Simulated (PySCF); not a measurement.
**Simulated absorption spectrum**

2-phenyl-2-phosphabicyclo[2.2.1]heptane, C12H15P.
Cartesian coordinates in Å at the PBE0-D3(BJ)/def2-SVP level; atoms count from 1:
```
atom  x, y, z in Å
C1     3.181    0.558   -1.731
C2     2.312   -0.097   -2.603
C3     1.116   -0.631   -2.131
C4     0.755   -0.513   -0.780
P5    -0.779   -1.335   -0.180
C6    -2.068   -0.535   -1.316
C7    -2.819    0.471   -0.434
C8    -3.697   -0.275    0.585
C9    -2.696   -0.747    1.671
C10   -1.342   -0.187    1.193
C11   -1.755    1.099    0.472
C12    1.644    0.136    0.087
C13    2.843    0.669   -0.384
H14    4.120    0.977   -2.100
H15    2.569   -0.196   -3.661
H16    0.452   -1.151   -2.828
H17   -2.739   -1.297   -1.738
H18   -1.555   -0.035   -2.150
H19   -3.389    1.193   -1.040
H20   -4.251   -1.105    0.121
H21   -4.444    0.410    1.014
H22   -2.953   -0.328    2.655
H23   -2.673   -1.842    1.786
H24   -0.602   -0.087    1.999
H25   -2.192    1.838    1.166
H26   -0.933    1.580   -0.080
H27    1.400    0.235    1.147
H28    3.518    1.178    0.310
```

Computed, not measured: TDDFT wB97X-D/def2-SVPD, vertical, gas phase, core orbitals frozen in the response (PySCF 2.14.0, density-fitted response routines).

Broadening: Gaussians 0.25 eV wide at half height, area fixed by f = 4.319×10⁻⁹ ∫ε dν̃. The width is an assumption, not a result. The curve ends short of the highest state used, and states not computed would add to its high-energy end.

(λ (nm), ε (L mol⁻¹ cm⁻¹)): (183.1, 22944), (185.4, 9718), (187.6, 8248), (189.8, 11278), (192.1, 17506), (194.3, 21190), (196.6, 17333), (198.8, 9558), (201.1, 3552), (203.3, 1371), (205.6, 1158), (207.8, 1354), (210.0, 1235), (212.3, 795), (214.5, 385), (216.8, 190), (219.0, 392), (221.3, 1588), (223.5, 4822), (225.7, 11064), (228.0, 19803), (230.2, 26691), (232.5, 28266), (234.7, 23732), (237.0, 15770), (239.2, 8713), (241.4, 4009), (243.7, 1496), (245.9, 509), (248.2, 152), (250.4, 47), (252.7, 15), (254.9, 5), (257.1, 2), (259.4, 0), (261.6, 0)

Question: Locate the maxima and give the states behind the curve.

Answer: 232 nm (5.35 eV), ε about 29000, made up of S2 (100%); 208 nm (5.95 eV), ε about 1400, made up of S3 (99%); 194 nm (6.38 eV), ε about 21000, made up of S4 (59%) and S5 (39%) (ε in L mol⁻¹ cm⁻¹; maxima over ε = 5, shares over 10%). At its high-energy end, 6.77 eV, the curve is still rising (ε about 23000, from S7, S8 and S9). The states used: S1 5.11 eV (f 0.0006); S2 5.35 eV (f 0.264); S3 5.95 eV (f 0.013); S4 6.35 eV (f 0.119); S5 6.40 eV (f 0.079); S6 6.61 eV (f 0.048); S7 6.81 eV (f 0.036); S8 6.93 eV (f 0.324); S9 6.99 eV (f 0.452); S10 7.37 eV (f 0.098).

Question: Coming from long wavelengths, where does ε first pass 100 L mol⁻¹ cm⁻¹?

Answer: At about 249 nm (4.98 eV), 0.13 eV below S1.

Question: On this curve, what absorbance would a 10⁻⁴ mol/L sample give at 222 nm over a 1 cm path?

Answer: 222 nm is 5.585 eV, where ε is about 2300 L mol⁻¹ cm⁻¹, so A = ε c l ≈ 0.23 (Beer–Lambert, with the gas-phase spectrum and the assumed width).

Question: What would ε be at 5.35 eV, the highest of these maxima, with half the width (0.125 eV)?

Answer: About 57000 L mol⁻¹ cm⁻¹ against 28500, a factor of about 2.00; a lone state at its own centre would give exactly 2.

One conformer stands for the species.
